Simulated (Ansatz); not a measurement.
Geometry optimisation, RKS r2SCAN/6-31G* in Ansatz.

Input file:

```yaml
crystal:
  periodic: [false, false, false]
  atoms:
    - { symbol: B, position_ang: [0.0, 0.0, 0.0] }
    - { symbol: "N", position_ang: [0.0, 0.0, 1.9] }
    - { symbol: H, position_ang: [-0.877, -0.2713, 2.43] }
    - { symbol: H, position_ang: [0.877, 0.2713, 2.43] }
    - { symbol: "N", position_ang: [1.3423, 0.0, -0.775] }
    - { symbol: H, position_ang: [1.8089, -0.9179, -1.0268] }
    - { symbol: H, position_ang: [1.7937, 0.9179, -1.0532] }
    - { symbol: "N", position_ang: [-1.3423, 0.0, -0.775] }
    - { symbol: H, position_ang: [-2.0112, -0.8164, -0.6764] }
    - { symbol: H, position_ang: [-1.5914, 0.8164, -1.4036] }
    - { symbol: F, position_ang: [-0.4713, 1.4633, 0.5108] }
    - { symbol: H, position_ang: [-0.3323, 1.0318, 1.5229] }
basis:
  gaussian: { orbitals: "6-31G*" }
hamiltonian:
  xc: r2scan
relax:
  f_tol: 0.15
  max_steps: 25
  restrain:
    - { distance: [0, 10], at: 2.52, k: 30.0 }
    - { distance: [11, 1], at: 2.26, k: 30.0 }
    - { distance: [0, 1], at: 1.55, k: 30.0 }
    - { distance: [11, 10], at: 0.92, k: 30.0 }
output:
  orbitals: {}
```

Run as:

```bash
$ ansatz run input.yaml --threads 2 --pin off --max-ram 3072MiB --backend cpu --events-out ev --progress --plain --runs-dir out
```

Q: Where does it end, and by what steps?

A: The run converged. The restraints hold the end off the free minimum. After 19 steps the energy has fallen by 4.173 eV (the restraints' own energy left out); H6 moved furthest, 1.23 Å. Parted: B1–F11 (1.62 → 2.54 Å), N2–H12 (1.15 → 2.24 Å).

| step | energy less start (eV) | largest force component (eV/Å) | accepted |
| --- | --- | --- | --- |
| 0 | 0.0000 | 4.826 | yes |
| 1 | -0.4290 | 2.715 | yes |
| 2 | -0.5452 | 2.932 | yes |
| 3 | -1.2721 | 2.704 | yes |
| 4 | -2.6879 | 1.588 | yes |
| 5 | -3.3123 | 1.287 | yes |
| 6 | -3.5900 | 1.304 | yes |
| 7 | -3.7598 | 1.270 | yes |
| 8 | -3.8480 | 1.512 | yes |
| 9 | -3.9105 | 1.608 | yes |
| 10 | -3.9380 | 1.720 | yes |
| 11 | -3.9263 | 1.635 | no |
| 12 | -3.9727 | 1.594 | yes |
| 13 | -4.0090 | 1.519 | yes |
| 14 | -4.0581 | 1.442 | yes |
| 15 | -4.1161 | 1.459 | yes |
| 16 | -4.1333 | 1.345 | yes |
| 17 | -4.0813 | 1.431 | no |
| 18 | -4.1603 | 1.314 | yes |
| 19 | -4.1729 | 1.222 | yes |

```xyz
12
Properties=species:S:1:pos:R:3
B -0.004 -0.099 0.097
N -0.009 -0.336 1.586
H -0.743 -0.942 1.933
H 0.876 -0.581 2.015
N 1.237 0.101 -0.568
H 2.119 -0.122 -0.136
H 1.308 0.303 -1.552
N -1.255 -0.224 -0.591
H -2.084 0.055 -0.080
H -1.306 0.141 -1.535
F -0.567 2.333 0.565
H -0.375 1.865 1.349
```

Time of the run: 63 s on 2 threads of Arm Neoverse V1, with other jobs on the host, peak memory 0.15 GiB.
